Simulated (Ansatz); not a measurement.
H₁₁Si₅ (SMILES [SiH2][Si]([SiH3])([SiH3])[SiH3]), doublet, geometry from GFN2-xTB; B3LYP5/STO-3G (Ansatz, a program for electronic structure).

Here is a job for Ansatz.
Ansatz 0.2 input:
```yaml
crystal:
  periodic: [false, false, false]
  atoms:
    - {symbol: Si, position_ang: [-1.19166465, -0.23095990, 2.02301811]}
    - {symbol: Si, position_ang: [-0.03341758, 0.02370505, 0.04868929]}
    - {symbol: Si, position_ang: [0.10752306, 2.22717252, -0.77039877]}
    - {symbol: Si, position_ang: [-1.09043303, -1.30241502, -1.56482171]}
    - {symbol: Si, position_ang: [2.13746219, -0.77990483, 0.39623217]}
    - {symbol: H, position_ang: [-0.68120631, 0.33305210, 3.27804815]}
    - {symbol: H, position_ang: [-2.63667065, 0.01651455, 2.09003842]}
    - {symbol: H, position_ang: [0.75681312, 3.09697006, 0.21425254]}
    - {symbol: H, position_ang: [0.84425224, 2.39088959, -2.02667657]}
    - {symbol: H, position_ang: [-1.23314727, 2.77484851, -0.99471470]}
    - {symbol: H, position_ang: [-0.41994199, -1.23485213, -2.86501026]}
    - {symbol: H, position_ang: [-1.13154314, -2.71698256, -1.19395667]}
    - {symbol: H, position_ang: [-2.47539023, -0.88800956, -1.79304612]}
    - {symbol: H, position_ang: [2.84027140, -0.02754564, 1.43639541]}
    - {symbol: H, position_ang: [2.16053616, -2.18408267, 0.80609118]}
    - {symbol: H, position_ang: [2.96344697, -0.68717164, -0.80948875]}
basis:
  gaussian:
    orbitals: STO-3G
hamiltonian:
  xc: b3lyp5
magnetization: {spin_polarized: true, initial_magnetization: 1}
```

What the program printed (banner, timings and long lists left out):

```
Functional definition: B3LYP5
628 factors; integrals over basis functions are off by at most 3.9e-5 eV
mean field evaluation 1: about -39100.2216 eV, gradient 1.7e1 eV
mean field evaluation 2: about -39101.2053 eV, gradient 1.2e1 eV
mean field evaluation 4: about -39102.4423 eV, gradient 4.5e-1 eV
mean field evaluation 8: about -39102.3855 eV, gradient 7.5e-3 eV
mean field -39102.38553121 eV, -1436.9861637232 hartree, gradient 2.6e-5 eV, S^2 0.751554; 0 other end points of the search recorded, 0 dependent functions left out
reference -39102.38578247 eV, -1436.9861729569 hartree; 41, 40 occupied and 15, 16 virtual orbitals, 628 factors
Total energy: -39102.38578247 eV, -1436.9861729569 hartree
```
